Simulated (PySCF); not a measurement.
C₉H₁₄O.
SMILES with atom numbers: `[CH3:1][C@@:2]12[CH:3]=[CH:4][C@@:5]([CH2:6][OH:7])([CH2:8][CH2:9]1)[CH2:10]2` (hydrogens: H11, H12, H13 on C1; H14 on C3; H15 on C4; H16, H17 on C6; H18 on O7; H19, H20 on C8; H21, H22 on C9; H23, H24 on C10)

The same species was optimised twice, with GFN2-xTB and with PBE0-D3(BJ)/def2-SVP (PySCF), and the same property calculations (PySCF, gas phase) were run on both structures.

| coordinate | GFN2-xTB | PBE0-D3(BJ)/def2-SVP | change |
| --- | --- | --- | --- |
| C3=C4 (Å) | 1.326 | 1.339 | +0.013 |
| C2–C9 (Å) | 1.552 | 1.561 | +0.009 |
| C5–C6 (Å) | 1.521 | 1.514 | -0.007 |
| C2–C3 (Å) | 1.511 | 1.518 | +0.007 |
| C4–C5 (Å) | 1.512 | 1.519 | +0.007 |
| C5–C8 (Å) | 1.552 | 1.558 | +0.006 |
| C8–C9 (Å) | 1.537 | 1.544 | +0.007 |
| C6–O7 (Å) | 1.408 | 1.404 | -0.004 |
| C2–C10 (Å) | 1.537 | 1.539 | +0.002 |
| C1–C2 (Å) | 1.513 | 1.511 | -0.002 |
| C5–C10 (Å) | 1.536 | 1.536 | 0.000 |
| C2–C10–C5 (°) | 94.0 | 95.1 | +1.1 |
| C9–C2–C10 (°) | 100.3 | 99.7 | -0.6 |
| C1–C2–C3 (°) | 116.5 | 116.9 | +0.4 |
| C3–C2–C10 (°) | 100.0 | 99.6 | -0.4 |
| C4–C5–C10 (°) | 100.1 | 99.7 | -0.4 |
| C6–C5–C8 (°) | 114.8 | 115.1 | +0.3 |
| C8–C5–C10 (°) | 100.5 | 100.1 | -0.4 |
| C1–C2–C9 (°) | 115.0 | 115.3 | +0.3 |
| C4–C5–C6–O7 (°) | 70 | 66 | -4 |

Rotational constants: A = 2980, B = 966.3, C = 929.9 MHz (GFN2-xTB) against A = 2955, B = 960.9, C = 924.5 MHz (PBE0-D3(BJ)/def2-SVP).

On the GFN2-xTB structure: HOMO (eV) -7.05 [PBE0/pcSseg-1]; LUMO (eV) 0.29 [PBE0/pcSseg-1]; dipole (D) 1.64 [PBE0/pcSseg-1]; GIAO shielding of C1 (ppm) 165.6 [PBE0/pcSseg-1]; GIAO shielding of C2 (ppm) 134.6 [PBE0/pcSseg-1]; GIAO shielding of C3 (ppm) 36.4 [PBE0/pcSseg-1]; GIAO shielding of C4 (ppm) 44.3 [PBE0/pcSseg-1]; GIAO shielding of C5 (ppm) 127.2 [PBE0/pcSseg-1]; GIAO shielding of C6 (ppm) 115.4 [PBE0/pcSseg-1]; GIAO shielding of O7 (ppm) 302.2 [PBE0/pcSseg-1]; GIAO shielding of C8 (ppm) 152.8 [PBE0/pcSseg-1].

Task: What do these properties become on the PBE0-D3(BJ)/def2-SVP structure?

Result: 
```csv
property,level,on GFN2-xTB,on PBE0-D3(BJ)/def2-SVP,change
HOMO (eV),PBE0/pcSseg-1,-7.05,-6.99,+0.06
LUMO (eV),PBE0/pcSseg-1,0.29,0.25,-0.04
dipole (D),PBE0/pcSseg-1,1.64,1.54,-0.10
"energy, GFN2-xTB geometry as zero (kcal/mol)",PBE0/pcSseg-1,0.0,-0.8,-0.8
GIAO shielding of C1 (ppm),PBE0/pcSseg-1,165.6,163.7,-1.9
GIAO shielding of C2 (ppm),PBE0/pcSseg-1,134.6,133.3,-1.3
GIAO shielding of C3 (ppm),PBE0/pcSseg-1,36.4,33.4,-3.0
GIAO shielding of C4 (ppm),PBE0/pcSseg-1,44.3,42.0,-2.3
GIAO shielding of C5 (ppm),PBE0/pcSseg-1,127.2,126.1,-1.1
GIAO shielding of C6 (ppm),PBE0/pcSseg-1,115.4,115.2,-0.2
GIAO shielding of O7 (ppm),PBE0/pcSseg-1,302.2,304.3,+2.1
GIAO shielding of C8 (ppm),PBE0/pcSseg-1,152.8,150.1,-2.7
```

The heavy atoms differ by 0.027 Å rms after alignment. Among bonds between heavy atoms C3=C4 changes most (+0.013 Å). Changes are differences of the printed values. Neither structure is proved a minimum here.
